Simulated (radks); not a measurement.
Results of a calculation; reference values are marked as such.
Mg II, configuration [Ne] 3s1. Level of theory: scalar-relativistic Kohn-Sham, HCTH/407, spin-polarised, spherical densities, point nucleus; open shells are filled with parallel spins first (a radial shooting solver on a logarithmic mesh with Libxc functionals).

Radial electron density D(r) = 4 pi r^2 rho(r):

```
   r/bohr * D(r) (the largest magnitude, 13.3, reaches the edge; | marks zero)
 0.007848 |  *
  0.00892 |   *
  0.01006 |    *
  0.01143 |     *
  0.01299 |      *
  0.01476 |        *
  0.01665 |          *
  0.01892 |            *
   0.0215 |               *
  0.02444 |                  *
  0.02756 |                     *
  0.03132 |                         *
   0.0356 |                              *
  0.04046 |                                  *
  0.04562 |                                       *
  0.05184 |                                           *
  0.05892 |                                                *
  0.06697 |                                                   *
  0.07612 |                                                     *
  0.08582 |                                                      *
  0.09754 |                                                     *
   0.1109 |                                                   *
    0.126 |                                                *
   0.1421 |                                           *
   0.1615 |                                      *
   0.1835 |                                  *
   0.2086 |                               *
   0.2352 |                              *
   0.2673 |                              *
   0.3038 |                                 *
   0.3452 |                                     *
   0.3893 |                                         *
   0.4424 |                                            *
   0.5028 |                                             *
   0.5715 |                                           *
   0.6444 |                                        *
   0.7323 |                                  *
   0.8323 |                           *
    0.946 |                    *
    1.075 |             *
    1.212 |        *
    1.378 |     *
    1.566 |   *
     1.78 |  *
    2.007 | *
    2.281 | *
    2.592 | *
    2.946 | *
    3.322 |*
    3.775 |*
    4.291 *
    4.877 *
    5.499 *
    6.249 *
    7.103 *
    8.073 *
    9.102 *
```

D(r) has 2 maxima, at r = 0.0872, 0.499 bohr, and minima at 0.239 bohr, inside which lie 2.21 electrons.
